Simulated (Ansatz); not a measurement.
(1) Predict a relaxed structure of `S/C=C/c1ccc(/C=C/c2ccc(/C=C/c3ccc(/C=C/c4ccc(/C=C/c5ccc(/C=C/c6ccc(S)cc6)cc5)cc4)cc3)cc2)cc1`, charge 0, singlet, at PBE-D4/def2-SVP (Ansatz).

Results:

(1) 
Cartesian coordinates in Å:
```
S -15.078 14.247 4.982
C -13.592 13.321 4.796
C -13.533 12.159 4.094
C -12.356 11.314 3.912
C -11.092 11.582 4.496
C -10.005 10.738 4.280
C -10.109 9.573 3.473
C -8.937 8.728 3.289
C -8.857 7.583 2.550
C -7.686 6.736 2.371
C -6.424 6.996 2.966
C -5.341 6.147 2.758
C -5.444 4.986 1.945
C -4.274 4.138 1.766
C -4.197 2.989 1.030
C -3.027 2.144 0.845
C -3.132 0.984 0.031
C -2.047 0.141 -0.193
C -0.780 0.408 0.388
C 0.396 -0.425 0.182
C 0.480 -1.553 -0.584
C 1.659 -2.376 -0.806
C 2.925 -2.116 -0.219
C 4.021 -2.932 -0.483
C 3.930 -4.056 -1.348
C 5.118 -4.859 -1.597
C 5.220 -5.939 -2.427
C 6.410 -6.735 -2.688
C 7.669 -6.495 -2.070
C 8.780 -7.278 -2.359
C 8.710 -8.355 -3.285
C 9.845 -9.203 -3.624
C 11.116 -9.106 -3.138
C 12.254 -9.953 -3.477
C 13.510 -9.705 -2.868
C 14.635 -10.481 -3.152
C 14.547 -11.550 -4.071
S 16.010 -12.497 -4.389
C 13.304 -11.813 -4.689
C 12.187 -11.031 -4.397
C 7.455 -8.597 -3.897
C 6.339 -7.811 -3.608
C 2.662 -4.322 -1.927
C 1.565 -3.506 -1.662
C -0.676 1.565 1.207
C -1.761 2.408 1.430
C -6.705 4.726 1.349
C -7.788 5.575 1.557
C -11.374 9.305 2.891
C -12.460 10.150 3.106
H -14.522 15.300 5.641
H -12.704 13.734 5.300
H -14.453 11.798 3.601
H -10.957 12.467 5.136
H -9.036 10.972 4.748
H -8.033 9.077 3.817
H -9.760 7.235 2.020
H -6.292 7.882 3.605
H -4.374 6.375 3.234
H -3.369 4.487 2.292
H -5.103 2.640 0.505
H -4.104 0.752 -0.435
H -2.181 -0.744 -0.833
H 1.302 -0.077 0.706
H -0.426 -1.898 -1.111
H 3.050 -1.256 0.456
H 4.992 -2.704 -0.015
H 6.018 -4.528 -1.051
H 4.321 -6.264 -2.980
H 7.772 -5.673 -1.346
H 9.732 -7.054 -1.855
H 9.620 -9.997 -4.357
H 11.341 -8.311 -2.406
H 13.599 -8.875 -2.150
H 15.594 -10.259 -2.659
H 15.444 -13.361 -5.276
H 13.212 -12.641 -5.409
H 11.236 -11.265 -4.898
H 7.365 -9.424 -4.619
H 5.379 -8.025 -4.103
H 2.536 -5.184 -2.598
H 0.594 -3.736 -2.128
H 0.295 1.797 1.672
H -1.628 3.292 2.071
H -6.837 3.840 0.709
H -8.755 5.348 1.081
H -11.509 8.415 2.259
H -13.430 9.913 2.640
```
 This is one stationary point.

Single mean-field runs in def2-SVP are fitted with def2-universal-jkfit.
